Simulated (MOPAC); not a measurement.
MOPAC input (MNDO):

```
MNDO 1SCF GEO-OK AUX(PRECISION=9) THREADS=1
C2H3N

C    -1.10482799 1    0.00685239 1   -0.02645507 1
N     0.31271397 1   -0.00193952 1    0.00748792 1
C     1.47683890 1   -0.00915969 1    0.03536285 1
H    -1.46003960 1   -0.68901516 1   -0.78610308 1
H    -1.49901660 1   -0.29209176 1    0.94448251 1
H    -1.46200701 1    1.00852736 1   -0.26424163 1
```

Output:

```
 *******************************************************************************
 **                                                                           **
 **                              MOPAC v23.2.5                                **
 **                                                                           **
 *******************************************************************************
 ** MOPAC's Digital Object Identifier: https://doi.org/10.5281/zenodo.6511958 **
 **                                                                           **
 ** Please cite the open-source release paper for use of this MOPAC version:  **
 ** J. E. Moussa and J. J. P. Stewart (2026)                                  **
 ** MOPAC: An open-source semiempirical molecular orbital program             **
 ** J. Open Source Softw., 11(119), 8025, https://doi.org/10.21105/joss.08025 **
 *******************************************************************************

                              MNDO CALCULATION RESULTS

 *******************************************************************************
 *  MNDO       - The MNDO Hamiltonian to be used
 *  GEO-OK     - OVERRIDE INTERATOMIC DISTANCE AND OTHER SAFETY CHECKS
 *  1SCF       - DO 1 SCF AND THEN STOP
 *  AUX        - OUTPUT AUXILIARY INFORMATION
 *******************************************************************************
MNDO 1SCF GEO-OK AUX(PRECISION=9) THREADS=1
 C2H3N

   ATOM   CHEMICAL          X               Y               Z
  NUMBER   SYMBOL      (ANGSTROMS)     (ANGSTROMS)     (ANGSTROMS)

     1       C         -1.10482799  *   0.00685239  *  -0.02645507  *
     2       N          0.31271397  *  -0.00193952  *   0.00748792  *
     3       C          1.47683890  *  -0.00915969  *   0.03536285  *
     4       H         -1.46003960  *  -0.68901516  *  -0.78610308  *
     5       H         -1.49901660  *  -0.29209176  *   0.94448251  *
     6       H         -1.46200701  *   1.00852736  *  -0.26424163  *

          CARTESIAN COORDINATES

    NO.       ATOM           X           Y           Z

     1         C         -1.1048      0.0069     -0.0265
     2         N          0.3127     -0.0019      0.0075
     3         C          1.4768     -0.0092      0.0354
     4         H         -1.4600     -0.6890     -0.7861
     5         H         -1.4990     -0.2921      0.9445
     6         H         -1.4620      1.0085     -0.2642

  H: (MNDO): M.J.S. DEWAR, W. THIEL, J. AM. CHEM. SOC., 99, 4899, (1977)
  C: (MNDO): M.J.S. DEWAR, W. THIEL, J. AM. CHEM. SOC., 99, 4899, (1977)
  N: (MNDO): M.J.S. DEWAR, W. THIEL, J. AM. CHEM. SOC., 99, 4899, (1977)

           Empirical Formula: C2 H3 N  =     6 atoms

      MOLECULAR POINT GROUP   :   C3v

      RHF CALCULATION, NO. OF DOUBLY OCCUPIED LEVELS = 8

 -------------------------------------------------------------------------------
 MNDO 1SCF GEO-OK AUX(PRECISION=9) THREADS=1
 C2H3N

     1SCF WAS SPECIFIED, SO BFGS WAS NOT USED
     SCF FIELD WAS ACHIEVED

                              MNDO CALCULATION
                                                       MOPAC v23.2.5 Linux

          FINAL HEAT OF FORMATION =         62.28763 KCAL/MOL =     260.61145 KJ/MOL

          COSMO AREA              =         84.95 SQUARE ANGSTROMS
          COSMO VOLUME            =         65.32 CUBIC ANGSTROMS

          IONIZATION POTENTIAL    =         12.225064 EV
          HOMO LUMO ENERGIES (EV) =        -12.225  2.135
          NO. OF FILLED LEVELS    =          8
          MOLECULAR WEIGHT        =         41.0524         POINT GROUP:  C3v

          MOLECULAR DIMENSIONS (Angstroms)

            Atom       Atom       Distance
            H     5    C     3     3.12446
            H     4    H     6     1.77595
            H     4    H     5     1.45284

          SCF CALCULATIONS        =          1

   ATOM   CHEMICAL          X               Y               Z
  NUMBER   SYMBOL      (ANGSTROMS)     (ANGSTROMS)     (ANGSTROMS)

     1       C         -1.10482799  *   0.00685239  *  -0.02645507  *
     2       N          0.31271397  *  -0.00193952  *   0.00748792  *
     3       C          1.47683890  *  -0.00915969  *   0.03536285  *
     4       H         -1.46003960  *  -0.68901516  *  -0.78610308  *
     5       H         -1.49901660  *  -0.29209176  *   0.94448251  *
     6       H         -1.46200701  *   1.00852736  *  -0.26424163  *

                             CARTESIAN COORDINATES

   1    C       -1.104827990     0.006852390    -0.026455070
   2    N        0.312713970    -0.001939520     0.007487920
   3    C        1.476838900    -0.009159690     0.035362850
   4    H       -1.460039600    -0.689015160    -0.786103080
   5    H       -1.499016600    -0.292091760     0.944482510
   6    H       -1.462007010     1.008527360    -0.264241630

           Empirical Formula: C2 H3 N  =     6 atoms

      MOLECULAR POINT GROUP   :   C3v

                  EIGENVALUES
 -38.95488 -31.44269 -19.83565 -15.97835 -15.97835 -12.48920 -12.48920 -12.22506
   2.13541   2.13541   2.88738   4.00790   4.00790   4.85528   8.48551

              NET ATOMIC CHARGES AND DIPOLE CONTRIBUTIONS

  ATOM NO.   TYPE          CHARGE      No. of ELECS.   s-Pop       p-Pop
    1          C           0.267383        3.7326     1.19473     2.53789
    2          N          -0.440334        5.4403     1.50754     3.93279
    3          C           0.169715        3.8303     1.77118     2.05910
    4          H           0.001079        0.9989     0.99892
    5          H           0.001079        0.9989     0.99892
    6          H           0.001079        0.9989     0.99892
 DIPOLE           X         Y         Z       TOTAL
 POINT-CHG.    -0.899     0.006    -0.022     0.900
 HYBRID        -1.441     0.009    -0.035     1.442
 SUM           -2.341     0.015    -0.056     2.341

          ATOMIC ORBITAL ELECTRON POPULATIONS

     Atom    s        px        py        pz
    1  C   1.19473   0.70944   0.91428   0.91417
    2  N   1.50754   1.08004   1.42647   1.42628
    3  C   1.77118   0.92166   0.56863   0.56881
    4  H   0.99892
    5  H   0.99892
    6  H   0.99892

 **********************
 *                    *
 * JOB ENDED NORMALLY *
 *                    *
 **********************

 == MOPAC DONE ==
```

The geometry given is a B3LYP-D3(BJ)/def2-TZVP minimum.
